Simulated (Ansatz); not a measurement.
Ansatz results at the PBE0-D4/def2-TZVP geometry: LUMO energy (PBE/def2-TZVPP) -0.77 eV; HOMO energy (B3LYP/def2-TZVPP) -7.43 eV; LUMO energy (B3LYP/def2-TZVPP) -0.11 eV.

Each molecule was computed in one conformer, which needn't be the lowest.

Task: Which molecule gave them?
A. `CN([SiH3])C=O`
B. `N=[CH][AlH2]`
C. `C[SiH2]CSS`
D. `NCC1O[SiH2]1`

Result: A. The others give `NCC1O[SiH2]1`: -1.38, -6.54, -0.79; `N=[CH][AlH2]`: -2.92, -6.79, -2.26; `C[SiH2]CSS`: -1.56, -6.58, -0.79.

B3LYP here is the variant with VWN-RPA as its local correlation; programs differ in this.
